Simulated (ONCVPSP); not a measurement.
What the settings do to the ONCV potential of Zn (Z = 30)

Base potential:

- Element: zinc
- Generator: ONCVPSP 4.0.1
- Type: optimised norm-conserving Vanderbilt (ONCV)
- Functional: PBEsol
- Relativity: scalar-relativistic
- Frozen core: [Ne]
- Valence charge: 20
- Reference configuration: 3s2 3p6 3d10 4s0.5 (charge +1.5)
- Partial waves: 3s+4s: rc 1.15 bohr, ncon 4, nbas 8, qcut 12.1 1/bohr, 2 projectors; 3p: rc 0.85 bohr, ncon 4, nbas 7, qcut 12.8 1/bohr, 1 projector; 3d: rc 1.20 bohr, ncon 3, nbas 8, qcut 11.9 1/bohr, 3 projectors, debl 3.1 Ha
- Local potential: polynomial inside 0.65 bohr (lpopt 4, dvloc0 1 Ha)
- Core correction: none

All-electron outer shells of the reference configuration (PBEsol, scalar-relativistic, ld1.x):

| shell | level (eV) | outermost node (bohr) | outermost maximum (bohr) |
| --- | --- | --- | --- |
| 2p | -1018.31 | – | 0.15 |
| 3s | -144.01 | 0.28 | 0.59 |
| 3p | -98.37 | 0.25 | 0.59 |
| 3d | -25.16 | – | 0.57 |
| 4s | -18.32 | 0.84 | 1.94 |

Cutoffs, loose and tight: the cutoffs (Ha) at which the residual kinetic energy of the hardest occupied pseudo-wave falls to 1 and 0.1 mHa per electron. They do not see the model core or the augmentation charge, which bear on the density cutoff. Test errors are all-electron minus pseudo excitation energies from the reference, over the configurations 3s2 3p6 3d10 4s2; 3s2 3p6 3d10 4s1; 3s2 3p6 3d10 4s0; 3s2 3p6 3d9 4s2 4p1. A dash means not determined; rows that change the core or the reference have their own tests.

```tsv
change	outcome	cutoff, loose	cutoff, tight	bound ghosts	GHOST(+) flags above zero	largest test error (meV)
base	generated	60 Ha	67 Ha	none	none	+85
all radii scaled by about 1.10 (s 1.26, p 0.94, d 1.32 bohr); local potential polynomial inside 0.72 bohr (lpopt 4, dvloc0 1 Ha)	generated	56 Ha	62 Ha	none	none	+107
all radii scaled by about 1.20 (s 1.38, p 1.02, d 1.44 bohr); local potential polynomial inside 0.78 bohr (lpopt 4, dvloc0 1 Ha)	generated	52 Ha	62 Ha	none	none	+142
all radii scaled by about 1.28 (s 1.48, p 1.08, d 1.54 bohr); local potential polynomial inside 0.84 bohr (lpopt 4, dvloc0 1 Ha)	generated	52 Ha	62 Ha	none	none	+158
```

Q: What comes out with this change to the base: all radii scaled by about 0.89 (s 1.02, p 0.76, d 1.06 bohr); local potential polynomial inside 0.58 bohr (lpopt 4, dvloc0 1 Ha)?

A: outcome: generated; cutoff, loose: 66 Ha; cutoff, tight: 201 Ha; bound ghosts: none; GHOST(+) flags above zero: d; largest test error (meV): +56.

Q: What comes out with this change to the base: all radii scaled by about 0.82 (s 0.94, p 0.70, d 1.00 bohr); local potential polynomial inside 0.54 bohr (lpopt 4, dvloc0 1 Ha)?

A: outcome: generated; cutoff, loose: 85 Ha; cutoff, tight: 267 Ha; bound ghosts: none; GHOST(+) flags above zero: s, d; largest test error (meV): +44.

Reading the sweep of the scale of all radii (base = 1) (base included, trends over the rows without a ghost): The loose cutoff falls from 85 Ha at 0.82 to 52 Ha at 1.28. A larger radius leaves more room for a smooth pseudo-wave, so fewer plane waves are needed; a smaller one forces it to follow the all-electron wave where it bends sharply. The median size of the test errors (rows with all tests solved) rises from 2.5 meV at 0.82 to 5.2 meV at 1.28. More of the atom is replaced by a form fitted at one configuration, so other configurations suffer as the radius grows.
